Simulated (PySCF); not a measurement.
Excited states of B⁺ (boron, charge +1)

Ground state [He] 2s2, ¹S. All numbers are calculated (PySCF 2.14, no relativity, point nucleus, in aug-cc-pVTZ with one added diffuse shell each of s, p, d, f type (6s5p4d3f, 62 functions)). Vertical excitation energies in eV without spin-orbit coupling; excited terms of each kind are numbered among those the solver found. Frozen: nothing.

```tsv
term	leading excitation	EOM-EE-CCSD	measured centre of gravity (NIST)
1 3P°	2s → p	4.620	4.631 (2s2p)
1 1P°	2s → p	9.167	9.100 (2s2p)
1 3S	2s → s	16.098	16.090 (2s3s)
2 3P°	2s → p	17.852	n/a
2 1P°	2s → p	17.879	n/a
1 3D	2s → d	18.612	n/a
1 1D	2s → d	19.136	n/a
```

Only the lower part of the computed list is shown. Doubly excited terms such as np² are absent. The solver can miss terms. Rydberg members are limited by the diffuse functions of the basis.
